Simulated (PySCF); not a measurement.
## Cl⁺: excitation energy

Cl⁺ [Ne] 3s2 3p4 (3P) → Cl⁺ [Ne] 3s1 3p5 (3P), as a difference of total energies. Calculation: PySCF 2.14, in dyall-av2z (13s9p2d, 50 functions); no relativity, point nucleus. Correlated levels: valence: [Ne] frozen; virtual orbitals above 40 to 60 times the deepest correlated orbital energy dropped. The calculations carry no spin-orbit coupling.

Order these methods by the excitation energy they give, lowest first.
A. MP2 (valence)
B. SCS-MP2 (valence)
C. CCSD (valence)
D. CCSDT (valence)

D (95200 cm⁻¹), C (96721 cm⁻¹), B (103580 cm⁻¹), A (104970 cm⁻¹).

Errors of the correlated levels include the incompleteness of this basis and the frozen core.

The coupled-cluster amplitudes are large for the upper state (T1 above 0.03 or a double amplitude above 0.15), so a single reference is strained.

For comparison: 93343 cm⁻¹ (measured; NIST levels, between the centres of gravity of the two terms).
